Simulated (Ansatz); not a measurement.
Mulliken charges of `[F][Sn]([F])([Br])[Br]` from PBE/def2-TZVPP in Ansatz (PBE0-D4/def2-TZVP geometry).

```tsv
atom	x (Å)	y (Å)	z (Å)	charge (e)
F1	0.032	-0.405	1.876	-0.392
Sn2	0.043	-0.047	0.019	1.234
F3	1.478	-1.081	-0.651	-0.392
Br4	-2.027	-0.839	-0.953	-0.225
Br5	0.524	2.299	-0.334	-0.225
```

Task: By hand: the dipole of these point charges (1 e Å = 4.8032 D).

Result: Σ q r = (-0.201, 0.196, -0.167) e Å, of length 0.327 e Å = 1.57 D.

Task: How does the dipole of the full density compare? (An estimate is asked.)

Result: Computed: (-0.244, 0.239, -0.204) e Å, 1.91 D; the point charges give 0.82 times that, at 0° from its direction.

Point charges leave out the atoms' own dipoles, such as those of lone pairs, and Mulliken's split depends on the basis, so the two needn't agree.
